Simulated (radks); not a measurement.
Ionisation of neutral tantalum, [Xe] 4f14 5d3 6s2, to [Xe] 4f14 5d3 6s1 as the strength of local exchange is varied. Calculated with a radial shooting solver on a logarithmic mesh with Libxc functionals: Dirac Kohn-Sham, Slater X-alpha exchange (alpha = 2/3 is LDA exchange), no correlation, spin-unpolarised, spherical densities, point nucleus; open shells fill j = l - 1/2 first.

[
 {"alpha": "0.605", "E(Ta) (hartree)": "-15581.4155", "exchange (hartree)": "-272.1037", "IE (eV)": "7.268", "-e of the level emptied (eV)": "4.283 (6s1/2)", "<r> of it (bohr)": "3.404"},
 {"alpha": "0.667", "E(Ta) (hartree)": "-15609.3278", "exchange (hartree)": "-300.5758", "IE (eV)": "7.628", "-e of the level emptied (eV)": "4.599 (6s1/2)", "<r> of it (bohr)": "3.358"},
 {"alpha": "0.729", "E(Ta) (hartree)": "-15637.2947", "exchange (hartree)": "-329.1562", "IE (eV)": "8.000", "-e of the level emptied (eV)": "4.930 (6s1/2)", "<r> of it (bohr)": "3.312"},
 {"alpha": "0.802", "E(Ta) (hartree)": "-15670.2932", "exchange (hartree)": "-362.9456", "IE (eV)": "8.451", "-e of the level emptied (eV)": "5.338 (6s1/2)", "<r> of it (bohr)": "3.258"},
 {"alpha": "0.848", "E(Ta) (hartree)": "-15691.1254", "exchange (hartree)": "-384.3143", "IE (eV)": "8.743", "-e of the level emptied (eV)": "5.604 (6s1/2)", "<r> of it (bohr)": "3.225"},
 {"alpha": "0.941", "E(Ta) (hartree)": "-15733.3342", "exchange (hartree)": "-427.6973", "IE (eV)": "9.349", "-e of the level emptied (eV)": "6.163 (6s1/2)", "<r> of it (bohr)": "3.159"},
 {"alpha": "0.964", "E(Ta) (hartree)": "-15743.7917", "exchange (hartree)": "-438.4637", "IE (eV)": "9.503", "-e of the level emptied (eV)": "6.306 (6s1/2)", "<r> of it (bohr)": "3.143"}
]

NIST Atomic Spectra Database: 7.550 eV (measured). The Delta-SCF value meets it near alpha = 0.65. Spin polarisation and multiplet splitting are left out, so open shells lie too high by an amount that depends on their filling.

Beside tabulated values, note that spin-unpolarised runs miss the spin-polarisation part of the exchange energy of open shells.
